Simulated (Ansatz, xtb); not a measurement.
# Two isomers of C5H3FS

Structure I is `C#C[C@H](F)C=C=S`, a singlet and structure II is `C#CC(=C=S)CF`, a singlet. Both are isolated molecules in the gas phase, relaxed with B3LYP/def2-SVP; the shapes shown needn't be the lowest conformers.

I (Å):

```xyz
10

C    -2.2006    0.8926    1.5771
C    -1.4741    0.7336    0.6220
C    -0.5887    0.5656   -0.5359
C     0.8664    0.5716   -0.1324
C     1.7770    1.3309   -0.7088
F    -0.8930   -0.6313   -1.1802
S     2.8452    2.2453   -1.3859
H    -2.8461    1.0290    2.4249
H    -0.7760    1.3800   -1.2567
H     1.1725   -0.1085    0.6707
```

II (Å):

```tsv
atom	x (Å)	y (Å)	z (Å)
C	-2.0318	0.7003	0.0315
C	-0.8300	0.5945	-0.1120
C	0.5846	0.4750	-0.2454
C	1.1602	0.5615	-1.4460
C	1.4384	0.1878	0.9757
F	1.2509	-1.1040	1.4196
S	1.8548	0.6811	-2.8326
H	-3.0947	0.7876	0.1557
H	1.1492	0.8749	1.7891
H	2.5051	0.3332	0.7403
```

Question: Estimate which is lower in electronic energy at CCSD(T)/def2-SVP + ΔMP2/def2-TZVPP, and by roughly how much.

Answer: The CCSD(T)/def2-SVP + ΔMP2/def2-TZVPP calculation puts structure II lower, by 3.7 kcal/mol.

Level by level:

```json
{"level": "GFN2-xTB", "geometry": "GFN2-xTB", "E(II) − E(I) (kcal/mol)": "−4.6", "departure from the last row (kcal/mol)": "−0.9", "job, with rough time for the two": "optimisation, 0.28 s"}
{"level": "HF/STO-3G", "geometry": "GFN2-xTB", "E(II) − E(I) (kcal/mol)": "−6.0", "departure from the last row (kcal/mol)": "−2.3", "job, with rough time for the two": "single point, 0.44 s"}
{"level": "r2SCAN-D4/def2-SVP", "geometry": "GFN2-xTB", "E(II) − E(I) (kcal/mol)": "−4.5", "departure from the last row (kcal/mol)": "−0.8", "job, with rough time for the two": "single point, 4.9 s"}
{"level": "B3LYP/def2-SVP", "geometry": "B3LYP/def2-SVP", "E(II) − E(I) (kcal/mol)": "−4.5", "departure from the last row (kcal/mol)": "−0.8", "job, with rough time for the two": "optimisation, 55 s"}
{"level": "HF/def2-SVP", "geometry": "B3LYP/def2-SVP", "E(II) − E(I) (kcal/mol)": "−3.5", "departure from the last row (kcal/mol)": "+0.2", "job, with rough time for the two": "part of the CCSD(T) run"}
{"level": "MP2/def2-SVP", "geometry": "B3LYP/def2-SVP", "E(II) − E(I) (kcal/mol)": "−5.8", "departure from the last row (kcal/mol)": "−2.0", "job, with rough time for the two": "part of the CCSD(T) run"}
{"level": "CCSD(T)/def2-SVP", "geometry": "B3LYP/def2-SVP", "E(II) − E(I) (kcal/mol)": "−4.4", "departure from the last row (kcal/mol)": "−0.6", "job, with rough time for the two": "single point"}
{"level": "CCSD(T)/def2-SVP + ΔMP2/def2-TZVPP", "geometry": "B3LYP/def2-SVP", "E(II) − E(I) (kcal/mol)": "−3.7", "departure from the last row (kcal/mol)": "", "job, with rough time for the two": "single point, 64 s"}
```

As drawn, both hold the same kinds of bond in the same numbers.

The levels shown agree on the order. The largest departure from CCSD(T)/def2-SVP + ΔMP2/def2-TZVPP is that of HF/STO-3G, 2.3 kcal/mol. The last row adds to CCSD(T) the change of the MP2 difference between the two basis sets, here +0.6 kcal/mol.

With thermal terms from frequencies at re-optimised GFN2-xTB minima (ideal gas, soft modes damped towards free rotors, one conformer each, 298.15 K, 1 atm): on the last row, ΔE + ΔZPE = −3.2, ΔH = −3.1, ΔG = −3.5 kcal/mol.

The correlated steps freeze 11 core orbitals. Mirror images aren't counted in ΔG. Programs: Ansatz 0.2.0, xtb 6.7.1; the last row on 2 threads of Arm Neoverse V1 on a shared host.
